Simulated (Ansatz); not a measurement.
System: NO (charge 0, quartet). The spin state was set by rule; other spins were not relaxed. 
Structure (B3LYP-D3(BJ)/def2-TZVP (Ansatz, a program for electronic structure) minimum search):
SMILES: [N][O]
```xyz
2

N      0.0000     0.0000    -0.7573
O      0.0000     0.0000     0.6627
```
Charge 0, spin multiplicity 4.

Wanted: vertical ionisation energy (to the triplet state of charge +1; each state is the SCF solution reached for its spin; the UHF <S^2> is 2.77 for the triplet (pure: 2.00); for the triplet T1 is 0.107), in eV. Cores are frozen in the correlated levels unless marked. UHF or UKS for open shells. Spin-orbit coupling is left out. Non-relativistic. CBS marks a two-point X^-3 extrapolation of the correlation energy; Hartree-Fock from the larger set. The program attaches cautions to a run behind CCSD(T)/CBS(aug-cc-pVTZ,aug-cc-pVQZ): large difference.

| level | program | vertical ionisation energy (eV) |
|---|---|---|
| SVWN5/def2-TZVPD | Ansatz | 11.93 |
| PBE/def2-TZVPD | Ansatz | 11.69 |
| PBE0/def2-TZVPD | Ansatz | 12.12 |
| wB97X-V/def2-TZVPD | Ansatz | 12.05 |

What does CCSD(T)/CBS(aug-cc-pVTZ,aug-cc-pVQZ) (Ansatz) give?

11.74 eV
